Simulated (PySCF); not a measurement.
Correlation energy of Be (beryllium, neutral)

[He] 2s1 3d1, high-spin 3D determinant (an excited configuration). Calculation: PySCF 2.14, in aug-cc-pVQZ (6s5p4d3f2g, 80 functions); no relativity, point nucleus. Frozen: 1s2; 2 electrons correlated.

With two correlated electrons CCSD is exact within the correlated space (frozen core and kept virtual orbitals).

| level | correlation energy (mhartree) |
| --- | --- |
| CCSD | -8.70 |

Diagnostics: T1 = 0.0043, D1 = 0.0064, largest double amplitude 0.105.

Problem. Is a single reference adequate?

Solution. Mostly. T1 lies below 0.03, but a double amplitude of this size points to a near-degeneracy that CCSD handles and MP2 describes poorly.
